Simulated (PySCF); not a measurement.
## Which orbitals make which state

Species: C3H9NOSi2.
SMILES with atom numbers: `[CH3:1][CH2:2][O:3][Si@@H:4]([SiH3:5])[C:6]#[N:7]` (hydrogens: H8, H9, H10 on C1; H11, H12 on C2; H13 on Si4; H14, H15, H16 on Si5)

Method: TDDFT B3LYP/def2-SVPD, vertical, gas phase, core orbitals frozen in the response (PySCF 2.14.0, density-fitted response routines). Geometry: GFN2-xTB, one conformer, isolated molecule. Torsions of this conformer, `[CH3:1][CH2:2][O:3][Si@@H:4]([SiH3:5])[C:6]#[N:7]`: C1–C2–O3–Si4 178°, C2–O3–Si4–Si5 -175°.

Orbital energies (eV): HOMO-3 -9.68, HOMO-2 -9.31, HOMO-1 -8.71, HOMO -8.43, LUMO -1.34, LUMO+1 -0.70, LUMO+2 -0.35.

Computed singlets:

```json
{"state": "S1", "E (eV)": "6.05", "f": "0.015"}
{"state": "S2", "E (eV)": "6.31", "f": "0.0070"}
{"state": "S3", "E (eV)": "6.87", "f": "0.029"}
{"state": "S4", "E (eV)": "6.91", "f": "0.0013"}
{"state": "S5", "E (eV)": "6.98", "f": "0.0022"}
{"state": "S6", "E (eV)": "7.11", "f": "0.023"}
{"state": "S7", "E (eV)": "7.29", "f": "0.073"}
{"state": "S8", "E (eV)": "7.42", "f": "0.0057"}
```

Q: Assign a leading configuration to S1, S2 and S3 and set E beside the orbital difference Δε.

A: 

| state | leading configuration | weight | Δε (eV) | E (eV) | E − Δε (eV) | f | other configurations |
| --- | --- | --- | --- | --- | --- | --- | --- |
| S1 | HOMO→LUMO | 0.96 | 7.09 | 6.05 | -1.04 | 0.015 | – |
| S2 | HOMO-1→LUMO | 0.96 | 7.37 | 6.31 | -1.06 | 0.0070 | – |
| S3 | HOMO→LUMO+1 | 0.83 | 7.73 | 6.87 | -0.86 | 0.029 | – |

E − Δε runs from -1.06 to -0.86 eV. Among themselves, these states come in the order of their orbital differences.

H and L stand for HOMO and LUMO. The other states: S4 6.91 eV, f 0.0013, H-2→L (48%), H-3→L (26%); S5 6.98 eV, f 0.0022, H-1→L+1 (39%), H-3→L (32%); S6 7.11 eV, f 0.023, H→L+2 (55%), H-1→L+1 (26%), H-3→L (8%); S7 7.29 eV, f 0.073, H→L+2 (27%), H-1→L+1 (25%), H-2→L (18%); S8 7.42 eV, f 0.0057, H-2→L+1 (42%), H-4→L+1 (12%).

Triplets (Tamm–Dancoff): T1 5.61 eV, H→L (66%), H-1→L (14%), H-2→L (9%); T2 5.88 eV, H-4→L (16%), H-2→L (11%), H→L+1 (10%); T3 6.00 eV, H-1→L (67%), H→L (18%).

Summed over the main configurations (up to three a state, each over 8%) of all 8 singlets, the electron leaves HOMO with weight 2.61, HOMO-1 with weight 1.85, HOMO-2 with weight 1.09 and HOMO-3 with weight 0.67.
